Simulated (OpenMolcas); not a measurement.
## Yb3+ in a point-charge field

Yb3+ among 8 point charges of -0.5 e arranged as a hexagonal bipyramid (D6h), 2.85 Å from the ion, with the axial distance 2.480 Å.

```json
{
 "Program": "OpenMolcas",
 "Method": "SS-CASPT2, IPEA 0.25 Eh, imaginary shift 0.1 Eh (closed shells correlated: 5s 5p)",
 "Basis": "ANO-RCC-VDZP [7s6p4d2f1g]",
 "Scalar Hamiltonian": "DKH2, point nucleus",
 "Active space": "13 electrons in 7 orbitals (4f)",
 "State averaging": "2S+1 = 2 odd, 7 roots",
 "Spin-orbit coupling": "RASSI with atomic mean-field integrals over the reference wave functions"
}
```

The lowest spin-free states, above the lowest:

| State | Degeneracy | E (cm-1) | Free-ion L (%) |
| --- | --- | --- | --- |
| 2S+1 = 2 | 1 | 0 | F (100) |
| 2S+1 = 2 | 1 | 4 | F (100) |
| 2S+1 = 2 | 1 | 19 | F (100) |
| 2S+1 = 2 | 2 | 21 | F (100) |
| 2S+1 = 2 | 2 | 150 | F (100) |

The lowest levels with spin-orbit coupling:

```json
{"E (cm-1)": "0", "Degeneracy": "2", "2S+1": "2", "J": "3.50", "|mJ| (%)": "1/2 (100)", "g": "1.15 4.57 4.57"}
{"E (cm-1)": "3", "Degeneracy": "2", "2S+1": "2", "J": "3.50", "|mJ| (%)": "7/2 (100)", "g": "0.16 0.16 7.99"}
{"E (cm-1)": "51", "Degeneracy": "2", "2S+1": "2", "J": "3.50", "|mJ| (%)": "3/2 (100)", "g": "0.00 0.00 3.44"}
{"E (cm-1)": "130", "Degeneracy": "2", "2S+1": "2", "J": "3.50", "|mJ| (%)": "5/2 (100)", "g": "0.16 0.16 5.70"}
{"E (cm-1)": "10540", "Degeneracy": "2", "2S+1": "2", "J": "2.50", "|mJ| (%)": "1/2 (100)", "g": "0.85 2.57 2.57"}
{"E (cm-1)": "10560", "Degeneracy": "2", "2S+1": "2", "J": "2.50", "|mJ| (%)": "5/2 (100)", "g": "0.00 0.00 4.29"}
{"E (cm-1)": "10640", "Degeneracy": "2", "2S+1": "2", "J": "2.50", "|mJ| (%)": "3/2 (100)", "g": "0.00 0.00 2.56"}
```

Powder χT (cm3 K/mol): 1.49 at 2 K, 1.84 at 10 K, 2.33 at 50 K, 2.48 at 100 K, 2.54 at 200 K, 2.56 at 300 K. The effective moment at 300 K is 2.828 √(χT) = 4.53 μB.

Hund's rules give f13 the level 2F7/2 with g = 1.143, so an isolated free-ion multiplet has χT = g² J(J+1) / 8 = 2.571 cm3 K/mol. The computed 2.562 at 300 K differs by 0 %, through the field's splitting, the mixing of terms and any other multiplet in reach.

Stevens parameters of the J = 7/2 multiplet, which is 126 cm-1 wide (cm-1, z along the main axis): B20 = -2.823e-02, B40 = -9.553e-02, B60 = -1.012e-03, B66 = 3.327e-03.

This is an electrostatic model: the charges have no orbitals. An unlabelled pair can be two single states that coincide in this model. No measured value stands beside these numbers.

A state without a sure symmetry label is named by its multiplicity alone.
